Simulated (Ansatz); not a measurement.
`B[CH2][GeH2][SeH]` + `OC(O)=S` → `[OH][GeH2][SeH]` + `BCC(O)=S`  (formal exchange of groups at a Ge–C bond)

Program: Ansatz. Geometries: PBE0-D4/def2-TZVP. ΔE: electronic, gas phase. CCSD(T)/CBS is the MP2 limit (def2-TZVPP, def2-QZVPP) plus CCSD(T) − MP2 in def2-TZVPP, frozen cores. DFT in def2-TZVPP. B3LYP here is the variant with VWN-RPA as its local correlation; programs differ in this. For Ge, Se outer-core shells are correlated without core-valence functions, which leaves a few kJ/mol of doubt a bond. Scalar relativity is left out up to krypton. Each species was taken in one conformer, which may not be the lowest.

(1) Is it downhill or uphill in electronic energy at CCSD(T)/CBS, and by how much? (An estimate is asked.)

(2) What do these levels give: PBE-D4, r2SCAN-D4, PBE0-D4, B3LYP-D4, B2PLYP, r2SCAN, B3LYP, MP2/def2-TZVPP, SCS-MP2/def2-TZVPP, MP2/def2-QZVPP, HF/CBS(def2), CCSD/CBS(def2)? (Best estimate.)

Largest T1 diagnostic among the species: 0.016.

## Answers

(1) Ansatz gave: Nearly level: ΔE = -0.02 eV.

(2) Ansatz gave: PBE-D4 0.06, r2SCAN-D4 0.04, PBE0-D4 0.08, B3LYP-D4 0.01, B2PLYP -0.03, r2SCAN 0.04, B3LYP -0.02, MP2/def2-TZVPP 0.00, SCS-MP2/def2-TZVPP -0.04, MP2/def2-QZVPP -0.02, HF/CBS(def2) -0.05, CCSD/CBS(def2) -0.02 eV.
